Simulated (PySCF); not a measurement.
## Which element holds H most strongly?

PBE in PySCF with def2-TZVPPD on every atom (core potentials on Mo, Ru, In, Sn), for the lowest determinant that a PBE0 search found; no spin–orbit coupling. D0 is De less the harmonic zero-point energy.

```
 M  state (unpaired electrons)  Re (Å)  ωe (cm⁻¹)  D0(MH) (eV)
Ga      singlet (closed shell)   1.698       1524         2.80
In      singlet (closed shell)   1.872       1390         2.57
Mo    sextet (σ ↑, π ↑↑, δ ↑↑)   1.713       1774         2.42
Si               doublet (π ↑)   1.544       1952         3.00
Ru         quartet (σ ↑, δ ↑↑)   1.573       2018         2.76
 P              triplet (π ↑↑)   1.440       2290         3.12
Sn               doublet (π ↑)   1.797       1639         2.55
```

Task: Order the elements by D0 and give the energy of SiH + Ga → GaH + Si.

Result: P > Si > Ga > Ru > In > Sn > Mo; ΔE = 3.00 − 2.80 = +0.20 eV at PBE/def2-TZVPPD. Close neighbours can swap at other levels.

The metal atom is held in its measured ground configuration; semilocal functionals can put another filling of s and d lower by some tenths of an eV, and De to that atom would be smaller. Spin–orbit coupling is left out, which matters for elements this heavy, above all for dissociation energies. States were picked by a PBE0 search and need not be the measured ground states.
